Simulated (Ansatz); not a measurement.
A structure relaxed at PBE-D4/def2-SVP in Ansatz, charge 0, singlet:

```xyz
42

In   -2.7517   -2.7445    0.6580
P    -0.6724   -4.2695    0.0955
P    -2.1585   -0.5969   -0.5502
In   -0.4057   -0.9399   -2.4737
In   -2.2166    2.8913   -2.9664
P    -0.1475    1.3554   -3.5241
In    1.8441   -3.4789    0.1833
P     1.7138   -1.2156   -0.9500
In    2.3618    2.1601   -3.4391
P    -2.0219   -2.1882    3.1325
In   -1.9719    1.4751    1.0504
P    -1.4963    3.4351   -0.4892
In    0.2342   -0.9960    3.8066
P     1.8309   -2.8034    2.7346
P     0.3571    0.8764    2.1028
In    2.4982    0.7610    0.5888
In    0.7578    4.6334    0.1701
P     2.3537    2.8202   -0.8866
H    -4.2427   -3.6270    0.6002
H    -0.8824   -4.7140   -1.2489
H    -0.8095   -5.5435    0.7378
H    -3.3779   -0.3486   -1.2624
H    -0.7315   -2.4301   -3.3245
H    -3.6143    1.8416   -2.8681
H    -2.0730    4.3501   -3.9022
H    -0.3462    1.0018   -4.9018
H     2.9471   -4.7759   -0.1427
H     2.7827   -1.3329   -1.8982
H     3.3577    0.7281   -3.5884
H     2.4913    3.6211   -4.3734
H    -2.2499   -3.3225    3.9787
H    -3.0611   -1.3535    3.6544
H    -3.2186    1.4049    2.2716
H    -2.5116    4.3408   -0.0293
H     0.4285   -0.8915    5.5260
H     1.8631   -3.9788    3.5543
H     3.1588   -2.3459    3.0112
H     0.6244    1.9951    2.9586
H     3.8798    0.2709    1.5386
H     0.8923    6.0867   -0.7755
H     0.9150    4.4948    1.9082
H     3.6690    3.3533   -0.6674
```

Q: Give its formula and point group.

A: In₉P₉H₂₄, a nanocrystal cut from wurtzite InP (hydrogen-capped). Point group C3v (tolerance 0.1 Å).

Q: Summarise the bond lengths by kind (pairs closer than 1.2 times the sum of covalent radii, bridged metal pairs left out).

A: 24 × In–P 2.53 to 2.64 Å; 12 × H–P 1.43 to 1.44 Å; 12 × H–In 1.73 to 1.75 Å.

In the def2 sets In takes a core potential; there is no spin–orbit coupling. Single mean-field runs in def2-SVP are fitted with def2-universal-jkfit.
